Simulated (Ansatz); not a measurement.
Relaxation of C₂H₂BClO (7 atoms, charge 0, multiplicity 1), to a largest force component of 0.02 eV/Å in at most 50 steps.

Computed with RKS B3LYP/STO-3G (Ansatz).

```xyz
7
Properties=species:S:1:pos:R:3:forces:R:3
Cl -2.152 0.499 1.639 -0.21 0.07 0.07
B -0.625 -0.233 1.076 0.68 0.74 -2.10
C -0.032 0.166 -0.308 4.20 -6.02 5.96
C 1.060 0.041 -1.218 -4.92 -0.58 5.88
O -0.047 0.893 -1.470 -2.16 6.53 -8.33
H -0.082 -1.009 1.762 0.11 0.00 -0.11
H 1.940 -0.426 -1.526 2.29 -0.74 -1.37
```

Where does it end, and by what steps?

It converged. Limits of this set-up: minimal basis. After 8 steps the energy has fallen by 1.634 eV; C3 moved furthest, 0.27 Å. The start is strongly strained (largest force component 8 eV/Å).

| step | energy less start (eV) | largest force component (eV/Å) | accepted |
| --- | --- | --- | --- |
| 0 | 0.0000 | 8.326 | yes |
| 1 | -1.2555 | 2.828 | yes |
| 2 | -1.4721 | 1.341 | yes |
| 3 | -1.5671 | 1.017 | yes |
| 4 | -1.6264 | 0.501 | yes |
| 5 | -1.6321 | 0.195 | yes |
| 6 | -1.6330 | 0.073 | yes |
| 7 | -1.6336 | 0.020 | yes |
| 8 | -1.6336 | 0.006 | yes |

```xyz
7
Properties=species:S:1:pos:R:3
Cl -2.140 0.564 1.495
B -0.597 -0.265 1.105
C 0.117 0.001 -0.147
C 0.977 0.031 -1.177
O -0.035 0.931 -1.510
H -0.163 -1.033 1.877
H 1.901 -0.297 -1.688
```

The run took 15 s on 1 thread of Arm Neoverse V2, with other jobs on the host, peak memory 0.13 GiB.
